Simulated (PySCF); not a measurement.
# A small calculation by hand: oscillator strength and radiative lifetime

AlFGeH4O, SMILES [OH][Al]([GeH3])[F].

Geometry: PBE0-D3(BJ)/def2-SVP. The structure was generated by enumeration; whether it is a known compound was not checked. The values are those of a single conformer.

TDDFT-CAM-B3LYP/def2-SVPD in PySCF 2.14.0 puts the first singlet state with f over 0.02 at 6.42 eV (vertical), with the transition dipole (0.170, 0.460, 0.422) in atomic units.

Find the oscillator strength, the wavelength and the radiative lifetime that this transition would have in vacuum if emission retraced absorption.


|μ|² = 0.4186 au, so |μ| = 1.64 D. ΔE = 6.42/27.211 = 0.2359 hartree. f = (2/3) ΔE |μ|² = 0.066 (the program prints 0.066).
λ = 1239.84/6.42 = 193 nm; ν = 51781 cm⁻¹.
Einstein's coefficient A = 0.6670 ν² f s⁻¹ (ν in cm⁻¹) = 1.2e8 s⁻¹, so τ = 1/A = 8.5 ns. This state is S1. The figure is the radiative limit of this one transition; relaxation, internal conversion, crossing to triplets and a medium change what is measured.
